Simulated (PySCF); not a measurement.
Radial density of Cl³⁺ (chlorine, charge +3)

UHF, [Ne] 3s2 3p2, high-spin 3P determinant. Calculation: PySCF 2.14, in x2c-QZVPPall; scalar relativity by spin-free X2C-1e.

```
r (bohr)  4πr²ρ (e/bohr)  4πr²(ρα − ρβ)
 0.00173          0.1360         0.0000
 0.00291          0.3569         0.0000
 0.00490          0.9132         0.0000
 0.00824           2.239         0.0001
  0.0139           5.109         0.0003
  0.0233           10.30         0.0015
  0.0392           16.83         0.0078
  0.0659           19.61         0.0377
   0.111           15.07         0.1422
   0.187           14.14         0.3343
   0.314           19.39         0.3033
   0.528           10.79        -0.0129
   0.888           3.255         0.8571
    1.49           2.994         1.4790
    2.51          0.4646         0.2749
    4.22        0.003897         0.0029
```

Densities and radii are taken from the X2C orbitals without a picture-change correction, which distorts them close to the nucleus.

Q: Where is the radial spin density 4πr²(ρα − ρβ) most negative, and why is it negative at all?

A: Around r = 0.528 bohr, down to -0.0129 e/bohr: exchange with the open shell polarises the paired shells in an unrestricted calculation.
